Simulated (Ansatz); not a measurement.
A run on CH₆ClGeN (`[CH3][GeH]([NH2])[Cl]`) with other settings.

```yaml
crystal:
  periodic: [false, false, false]
  atoms:
    - {symbol: C, position_ang: [-0.737010, 1.250482, -0.288553]}
    - {symbol: Ge, position_ang: [-0.061296, -0.560874, -0.348392]}
    - {symbol: N, position_ang: [1.507287, -0.659983, 0.573847]}
    - {symbol: Cl, position_ang: [-1.607669, -1.823162, 0.540475]}
    - {symbol: H, position_ang: [-0.899771, 1.547430, 0.748228]}
    - {symbol: H, position_ang: [-0.017523, 1.929536, -0.747941]}
    - {symbol: H, position_ang: [-1.685582, 1.311178, -0.821685]}
    - {symbol: H, position_ang: [0.178522, -1.143543, -1.746555]}
    - {symbol: H, position_ang: [1.948346, -1.569103, 0.564140]}
    - {symbol: H, position_ang: [1.457796, -0.333362, 1.529237]}
basis:
  gaussian: {orbitals: def2-mTZVPP, final_grid: {core_spheres: 20, valence_spheres: 16, degree: 47}, point_charges: [{charge: 2.00, position_ang: [4.731, -0.638, 0.547]}]}
hamiltonian: {xc: {name: wB97}, pseudopotentials: {relativity: none}}
accuracy: high
output: {forces: true}
```

```sh
$ ansatz run in.yaml --threads 4 --pin off --events-out ev --progress --plain --max-ram 10444MiB
```

Output, abridged:

```
Functional definition: wB97
2805 factors; integrals over basis functions are off by at most 1.4e-8 eV
646 factors; integrals over basis functions are off by at most 2.4e-9 eV
mean field evaluation 1: about -71668.5522 eV, gradient 5.3e1 eV
mean field evaluation 2: about -71669.6749 eV, gradient 4.9e1 eV
mean field evaluation 4: about -71673.5486 eV, gradient 1.4e0 eV
mean field evaluation 8: about -71673.5557 eV, gradient 4.4e-2 eV
mean field evaluation 16: about -71673.5557 eV, gradient 1.6e-5 eV
mean field -71673.55574044 eV, -2633.9545913802 hartree, gradient 5.5e-8 eV, S^2 0.000000; 0 other end points of the search recorded, 0 dependent functions left out
reference -71673.55573955 eV, -2633.9545913476 hartree; 34, 34 occupied and 102, 102 virtual orbitals, 2805 factors
Total energy: -71673.55573955 eV, -2633.9545913476 hartree
Atom 0 at    -0.737010     1.250482    -0.288553 Å, force     0.496364    -0.252532     0.166800 eV/Å
Atom 1 at    -0.061296    -0.560874    -0.348392 Å, force    -2.808052    -0.017456    -1.186569 eV/Å
Atom 2 at     1.507287    -0.659983     0.573847 Å, force     3.827201     0.228797     0.549879 eV/Å
Atom 3 at    -1.607669    -1.823162     0.540475 Å, force     0.865247     0.361904    -0.135113 eV/Å
Atom 4 at    -0.899771     1.547430     0.748228 Å, force    -0.084238     0.074842     0.046338 eV/Å
Atom 5 at    -0.017523     1.929536    -0.747941 Å, force    -0.044277     0.143589    -0.057686 eV/Å
Atom 6 at    -1.685582     1.311178    -0.821685 Å, force    -0.032430    -0.061711    -0.034291 eV/Å
Atom 7 at     0.178522    -1.143543    -1.746555 Å, force     0.264842     0.023465     0.248128 eV/Å
Atom 8 at     1.948346    -1.569103     0.564140 Å, force    -0.854153    -0.621276     0.288479 eV/Å
Atom 9 at     1.457796    -0.333362     1.529237 Å, force    -0.360196    -0.138786     0.260674 eV/Å
Dipole moment:    -0.585645     0.295094    -0.114741 e Å
```

Hardware: 4 threads of an Arm Neoverse V1 on a shared host. Wall time 7 s, peak host memory 0.57 GiB.
